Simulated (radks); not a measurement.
The numbers below are computed, except where a source is named.
Species: Zr XXV. Configuration: [Ne] 3s2 3p4.

Level of theory: Dirac Kohn-Sham, relativistic LDA (MacDonald-Vosko exchange, VWN5 correlation), spin-unpolarised, spherical densities, finite nucleus; open shells fill j = l - 1/2 first; Fermi nuclear charge, rms radius 4.2694 fm (a radial shooting solver on a logarithmic mesh with Libxc functionals).

Energy parts (eV):
| part | energy |
|---|---|
| total | -87540.651 |
| kinetic | 90603.089 |
| electron-nucleus | -192888.181 |
| Hartree | 16686.382 |
| exchange-correlation | -1941.942 |

Orbitals (lengths in bohr, moments of r in powers of bohr; <r^-3> diverges for s and p1/2; r(max) is where P^2 peaks):
orbital  occ.  eigenvalue (eV)  <r^-3>      <r^4>   r(max)
1s1/2       2        -18799.56       -  8.984e-06  0.02423
2s1/2       2        -3507.649       -   0.001592   0.1369
2p1/2       2        -3312.641       -   0.001054   0.1066
2p3/2       4        -3225.881    2061   0.001162   0.1102
3s1/2       2        -1266.006       -    0.05108   0.3795
3p1/2       2        -1197.557       -    0.04699   0.3617
3p3/2       2        -1177.985   471.2    0.05005   0.3685
3d3/2       0        -1073.163   74.97    0.03472   0.2954
3d5/2       0        -1068.866   72.02    0.03537   0.2972
4s1/2       0        -638.1348       -     0.6368   0.7778

The highest occupied level is 3p3/2 at -1178.0 eV. Summed over all electrons, <r^2> = 1.295 bohr^2, which gives a Langevin (diamagnetic) susceptibility term of -1.03 x 10^-6 cm^3/mol. The electron density at the nucleus is 7.434e+04 e/bohr^3. For comparison, the ionisation energy in NIST's Atomic Spectra Database is 1205 eV (semi-empirical). In exact Kohn-Sham theory the highest level is minus the ionisation energy, but local and semilocal functionals leave it too shallow, through self-interaction and a potential that decays too fast; potentials with the right tail come closer. The density falls to 0.001 e/bohr^3 at r = 1.09 bohr.

Beside tabulated values, note that spin-unpolarised runs miss the spin-polarisation part of the exchange energy of open shells.
